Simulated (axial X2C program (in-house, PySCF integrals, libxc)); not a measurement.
# Bond lengths and stretching modes, held linear, of SAsS⁺

Calculated with an axial X2C code built on PySCF integrals: two-component X2C with atomic mean-field Coulomb and Gaunt terms, Gaussian nuclei, basis S dyall-av3z, As dyall-v3z with contracted cores. Spin-free rows use the one-electron spin-free X2C Hamiltonian.

Masses S 31.972, As 74.922, S 31.972 u. States: 2c Ω = 0 (all partner blocks equally filled); spin-free M_S = 0, Λ = 0 (closed shell).

PBE0, spin-free: energies above the lowest point

| r(S–As) (Å) | r(As–S) (Å) | E (meV) |
| --- | --- | --- |
| 1.9032 | 1.9032 | 94.68 |
| 1.9032 | 1.9520 | 47.12 |
| 1.9032 | 2.0008 | 77.59 |
| 1.9520 | 1.9032 | 47.12 |
| 1.9520 | 1.9520 | 0.00 |
| 1.9520 | 2.0008 | 30.97 |
| 1.9520 | 2.0496 | 122.03 |
| 2.0008 | 1.9032 | 77.59 |
| 2.0008 | 1.9520 | 30.97 |
| 2.0008 | 2.0008 | 62.52 |
| 2.0496 | 1.9520 | 122.03 |
| 2.0496 | 2.0496 | 246.90 |

**Question.** Fit a quadratic surface with cubic terms in each bond: where is the minimum, and what are the two stretching wavenumbers?

**Answer.** At PBE0, spin-free: bonds 1.955 and 1.955 Å; harmonic stretches 526.5 and 711.1 cm⁻¹; force constants 5.18, 5.18 and coupling 0.04 mdyn/Å.

The other levels and Hamiltonians give:

```tsv
Hamiltonian	level	r(S–As) (Å)	r(As–S) (Å)	lower stretch (cm⁻¹)	upper stretch (cm⁻¹)
2c	PBE0	1.956	1.956	526.0	710.6
2c	HF	1.931	1.931	565.0	718.8
2c	BHandHLYP	1.947	1.947	535.8	708.4
2c	MP2	1.977	1.977	515.6	745.9
spin-free	HF	1.930	1.930	565.8	719.5
spin-free	BHandHLYP	1.946	1.946	536.5	709.1
spin-free	MP2	1.977	1.977	515.3	746.3
```

Each state is one determinant, the lowest of a limited PBE0 search; the stretches come from a fit to these few points and carry an uncertainty of a few per cent. Other orders of the atoms were not compared. MP2 freezes inner shells (threshold -2 hartree). The molecule was held linear; bending was not examined, so a bent shape may lie lower.
